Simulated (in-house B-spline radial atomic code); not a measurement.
A radial electron density 4πr²n(r) was computed for an atom or ion in its tabulated ground configuration with an all-electron radial atomic-structure program (B-spline basis); method: non-relativistic Hartree-Fock, average of configuration. Columns: r (bohr), 4πr²n(r) (electrons per bohr), bar.

```
 0.00203    1.119 #
 0.00241    1.538 #
 0.00287    2.117 ##
 0.00341    2.883 ###
 0.00406    3.916 ####
 0.00482     5.25 #####
 0.00573    6.988 #######
 0.00681    9.193 #########
 0.00809    11.93 ###########
 0.00962    15.25 ##############
  0.0114    19.06 ##################
  0.0136    23.49 ######################
  0.0162    28.13 ##########################
  0.0192    32.53 ##############################
  0.0228    36.39 ##################################
  0.0271    39.13 #####################################
  0.0323    40.28 ######################################
  0.0383    39.61 #####################################
  0.0456    37.46 ###################################
  0.0542    34.81 ################################
  0.0644    33.08 ###############################
  0.0765     33.6 ###############################
   0.091    36.92 ##################################
   0.108    41.97 #######################################
   0.129    46.46 ###########################################
   0.153    47.14 ############################################
   0.182     42.7 ########################################
   0.216    34.62 ################################
   0.257     26.6 #########################
   0.305    22.75 #####################
   0.362    23.79 ######################
   0.431    26.85 #########################
   0.512    27.45 ##########################
   0.609    23.42 ######################
   0.723    16.23 ###############
    0.86    8.884 ########
    1.02    3.838 ####
    1.21    1.263 #
    1.44   0.2975 
    1.72  0.04696 
    2.04 0.005303
```

Q: Which atom or ion is it?
A. As9+
B. Kr10+
C. Ga9+
D. As10+

A: A. The area under the curve, ∫4πr²n dr = ∫r·4πr²n d(ln r) on this logarithmic grid, is 24 electrons, which only this option has. The configuration is [Ar] 3d6.
